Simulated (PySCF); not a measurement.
SbF4, SMILES [F][Sb+]([F])([F])[F], charge +1. The structure is a stationary point at r2SCAN-D4/def2-SVP. The spin state was assumed, not searched. The isomer is the one that the SMILES or the coordinates give; other isomers of the formula were not compared. The def2 effective core potentials stand for the cores of Sb; spin–orbit coupling is left out.

Task: Give the equilibrium geometry at r2SCAN-D4/def2-SVP (PySCF confirms it by a frequency run) as bond lengths and angles, and its point group. (An estimate is asked for; the answer gives what the named calculation found.)

Result: point group Td.
Atoms: Sb1 F2 F3 F4 F5. Bonded distances (Å): Sb1–F2 1.863, Sb1–F3 1.863, Sb1–F4 1.863, Sb1–F5 1.863. Bond angles (°): F2–Sb1–F3 109.5, F2–Sb1–F4 109.5, F2–Sb1–F5 109.5, F3–Sb1–F4 109.5, F3–Sb1–F5 109.5, F4–Sb1–F5 109.5.
Charge +1, spin multiplicity 1.
